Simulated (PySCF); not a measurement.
Job file and geometry (Å, from GFN2-xTB) of an NMR shielding run on `c1c(C=C)n(C)nc1S[SiH3]`, C₆H₁₀N₂SSi, PySCF, GIAO PBE0/pcSseg-1 NMR shielding, non-relativistic, gas phase; density fitting, a coarse starting grid and PySCF grid level 2 are the driver's defaults:

```
$ OMP_NUM_THREADS=1 python probes_run.py task.json out

{"job": {"kind": "nmr", "xc": "PBE0", "basis": "pcSseg-1"}, "charge": 0, "multiplicity": 1}
C     -2.928048     2.003684    -0.335700
C     -2.332568     0.856480    -0.027375
C     -0.918532     0.613262    -0.172311
C      0.102245     1.437931    -0.630408
C      1.256963     0.655800    -0.542681
S      2.906141     1.004791    -0.934970
Si     3.556993    -0.974106    -0.340360
N      0.974843    -0.551961    -0.070081
N     -0.341878    -0.573030     0.152609
C     -0.955781    -1.759715     0.671371
H     -2.376051     2.842239    -0.722215
H     -3.987858     2.139956    -0.210230
H     -2.916956     0.032229     0.359402
H      0.034687     2.447161    -0.975996
H      3.301896    -1.135825     1.080584
H      4.989441    -0.869013    -0.610220
H      2.929271    -1.947542    -1.216996
H     -1.429842    -1.563791     1.635487
H     -1.702013    -2.148821    -0.024678
H     -0.168102    -2.499050     0.803248
```

Q: What does the program print?

A: 
```
coarse grid: 18088 points
cycle   1  E = -1030.9666289656  dE =  1.733e+00  |g| = 4.782e-01  |ddm| = 4.460e+00
cycle   2  E = -1030.9088937593  dE =  5.774e-02  |g| = 7.162e-01  |ddm| = 1.069e+00
cycle   3  E = -1031.0195792055  dE = -1.107e-01  |g| = 1.405e-01  |ddm| = 6.703e-01
cycle   4  E = -1031.0236612402  dE = -4.082e-03  |g| = 5.612e-02  |ddm| = 1.749e-01
cycle   5  E = -1031.0242986700  dE = -6.374e-04  |g| = 1.934e-02  |ddm| = 5.385e-02
cycle   6  E = -1031.0243700569  dE = -7.139e-05  |g| = 5.396e-03  |ddm| = 1.997e-02
cycle   7  E = -1031.0243761130  dE = -6.056e-06  |g| = 2.365e-03  |ddm| = 8.312e-03
final grid: 166624 points
cycle   8  E = -1031.0827618138  dE = -4.533e-05  |g| = 8.910e-03  |ddm| = 4.735e-02
cycle   9  E = -1031.0827472095  dE =  1.460e-05  |g| = 1.151e-02  |ddm| = 2.146e-02
cycle  10  E = -1031.0827809401  dE = -3.373e-05  |g| = 2.527e-03  |ddm| = 1.400e-02
cycle  11  E = -1031.0827824248  dE = -1.485e-06  |g| = 3.504e-04  |ddm| = 2.318e-03
cycle  12  E = -1031.0827824485  dE = -2.371e-08  |g| = 1.633e-04  |ddm| = 5.221e-04
cycle  13  E = -1031.0827824541  dE = -5.582e-09  |g| = 7.040e-05  |ddm| = 2.011e-04
cycle  14  E = -1031.0827824552  dE = -1.115e-09  |g| = 2.038e-05  |ddm| = 9.418e-05
cycle  15  E = -1031.0827824553  dE = -9.322e-11  |g| = 5.195e-06  |ddm| = 2.012e-05
converged SCF energy = -1031.0827824553

GIAO shielding tensors (ppm)
atom      isotropic    diamagn.    paramagn.     s11        s22        s33       span
  0 C       64.531     253.578    -189.047    -44.663     70.188    168.067    212.730
  1 C       57.376     253.905    -196.528    -58.701     67.861    162.970    221.671
  2 C       39.072     253.965    -214.893    -18.613     16.817    119.011    137.624
  3 C       79.817     259.895    -180.079     13.199     73.370    152.881    139.682
  4 C       35.691     265.275    -229.584    -40.417     22.106    125.382    165.799
  5 S      644.735    1057.506    -412.770    419.274    599.740    915.192    495.918
  6 Si     415.227     878.492    -463.265    368.315    425.136    452.230     83.916
  7 N      -64.553     328.867    -393.420   -221.442    -74.092    101.875    323.317
  8 N       50.271     334.310    -284.039    -54.076     81.585    123.303    177.379
  9 C      150.655     247.015     -96.359    132.294    133.531    186.141     53.847
 10 H       25.598      32.358      -6.760     23.156     23.285     30.353      7.197
 11 H       26.077      27.073      -0.996     23.801     24.663     29.767      5.966
 12 H       25.094      31.745      -6.652     21.909     23.301     30.071      8.162
 13 H       25.044      35.666     -10.621     20.969     25.354     28.811      7.842
 14 H       26.856      29.609      -2.754     23.033     25.253     32.281      9.248
 15 H       27.350      27.186       0.164     23.643     25.020     33.387      9.744
 16 H       26.855      29.527      -2.672     23.036     25.246     32.283      9.247
 17 H       28.022      30.547      -2.525     23.584     26.151     34.332     10.748
 18 H       28.021      30.295      -2.274     23.578     26.154     34.330     10.752
 19 H       27.488      30.807      -3.319     22.072     28.223     32.168     10.095
```

Q: Turn these shieldings into chemical shifts. Shifts are taken against calculated references (same method and geometry level): ¹³C (σref 186.93) and ²⁹Si (σref 349.16) and ¹H (σref 31.72) against TMS; CS2 for ³³S (σref 503.73); ¹⁵N (σref 267.73) against NH3.

A: Averaging equivalent atoms: C 4: 151.2; C 2: 147.9; C 1: 129.5; C 0: 122.4; C 3: 107.1; C 9: 36.3; S 5: -141; Si 6: -66.1; N 7: 332.3; N 8: 217.5; H 13: 6.67; H 12: 6.62; H 10: 6.12; H 11: 5.64; H 14/15/16: 4.70; H 17/18/19: 3.87 ppm. Experimental scales use liquid or dissolved standards, which lie at an offset from isolated NH3 (liquid NH3: subtract about 20 ppm). Unscaled 15N shifts of sp2 nitrogen come out 20 to 40 ppm too high even then.

Size and cost of the density-fitted run: 234 basis functions, 89 s wall time on 1 thread of an Arm Neoverse N1, shared host; peak memory 1.1 GiB.
